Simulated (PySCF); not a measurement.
# S(3+): interval between two levels

S(3+) [Ne] 3s2 3p1 [2P3/2, M_J = 3/2] → S(3+) [Ne] 3s1 3p2 [4P5/2, M_J = 5/2], as a difference of total energies. Calculation: PySCF 2.14, in x2c-TZVPall-2c; the two-component X2C-1e Hamiltonian. Correlated levels: [Ne] frozen. "Screened" scales the spin-orbit matrix elements by Boettger's factors to mimic the two-electron term; Breit and QED terms are absent.

| method | interval between two levels (cm⁻¹) |
| --- | --- |
| GHF (spin-free) | 57159 |
| GMP2 (spin-free) | 65968 |
| GHF (screened spin-orbit) | 57161 |
| GMP2 (screened spin-orbit) | 65973 |

The labels give the starting determinants; with spin-orbit coupling the two ends relaxed to ⟨J²⟩ = 3.76, ⟨L²⟩ = 2.01, ⟨S²⟩ = 0.75 and ⟨J²⟩ = 8.75, ⟨L²⟩ = 2.00, ⟨S²⟩ = 3.75.
